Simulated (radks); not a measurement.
Charge is removed step by step from the 5s down level of the iodine ion I2+, starting from [Kr] 4d10 5s(up 1, down 1) 5p3. Calculated with a radial shooting solver on a logarithmic mesh with Libxc functionals: scalar-relativistic Kohn-Sham, LDA (Slater exchange, Perdew-Wang correlation), spin-polarised, spherical densities, finite nucleus; open shells are filled with parallel spins first (spin-orbit coupling, left out, can overturn this in heavy ions); Fermi nuclear charge, rms radius 4.75 fm. At the starting occupation the eigenvalue is -35.033 eV. Estimate the energy to remove one whole electron from this level, the eigenvalue at the end, and how far E(n) bends from a straight line.

Answer. Delta-SCF 40.166 eV; final eigenvalue -45.285 eV; the deviation from the straight line is -1.288 eV at 0.5 electron removed, the largest on the grid computed. Slater's transition state (half an electron removed) gives 40.174 eV. Integrating minus the eigenvalue over the occupation (Janak's theorem) gives 40.173 eV. In this scalar-relativistic scheme the density is built from large components alone, so the theorem holds only approximately. The mean slope of the eigenvalue, de/dn, is 10.3 eV per electron.
